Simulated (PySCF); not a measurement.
A structure optimised at PBE-D3(BJ)/def2-SVP, used in a PySCF frequency run:

```
C
C 1 1.3402
H 2 1.0995 1 120.79
H 2 1.0995 3 118.41 1 180.00
C 1 1.4521 2 152.68 3 180.00
C 5 1.3330 1 62.68 2 180.00
H 5 1.0966 6 147.82 1 180.00
H 6 1.0966 5 147.82 7 0.00
```

Problem. Write its SMILES, formula and point group.

Solution. C=C1C=C1, C₄H₄, C2v

Problem. What are its rotational constants (standard atomic weights)?

Solution. 28.720, 7.0475, 5.6589 GHz
